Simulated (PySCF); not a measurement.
**Working out the ionisation energy of Ag²⁺**

Ag²⁺ [Kr] 4d9 (2D) → Ag³⁺ [Kr] 4d8 (3F). All numbers are calculated (PySCF 2.14, a scalar-relativistic core potential, in aug-cc-pVDZ-PP with ECP28MDF (5s5p4d2f, 54 functions)). Frozen: 4s2 4p6. Energies in hartree (1 hartree = 27.21139 eV):

```json
{"part": "UHF", "Ag²⁺ (lower)": "-145.095447", "Ag³⁺ (upper)": "-143.885850"}
{"part": "MP2 opposite-spin", "Ag²⁺ (lower)": "-0.142273", "Ag³⁺ (upper)": "-0.100675"}
{"part": "MP2 same-spin", "Ag²⁺ (lower)": "-0.082377", "Ag³⁺ (upper)": "-0.062950"}
```

**Question.** What does Hartree-Fock give?

**Answer.** (-143.885850) − (-145.095447) = 1.209597 hartree = 32.915 eV.

**Question.** What do MP2 and SCS-MP2 (6/5 opposite-spin, 1/3 same-spin) give?

**Answer.** The opposite-spin parts differ by 1.132 eV and the same-spin parts by 0.529 eV. MP2: 32.915 + (1.132) + (0.529) = 34.576 eV. SCS-MP2: 32.915 + 1.2 × (1.132) + (0.529)/3 = 34.450 eV.

Reference: 34.8 ± 0.3 eV (semi-empirical (NIST evaluation); NIST Atomic Spectra Database, ionization energies), between the lowest levels; spin-orbit coupling is absent from the calculation.

A double-zeta basis recovers only part of the correlation energy.

What remains against the reference includes basis incompleteness, the frozen core and correlation beyond second order.
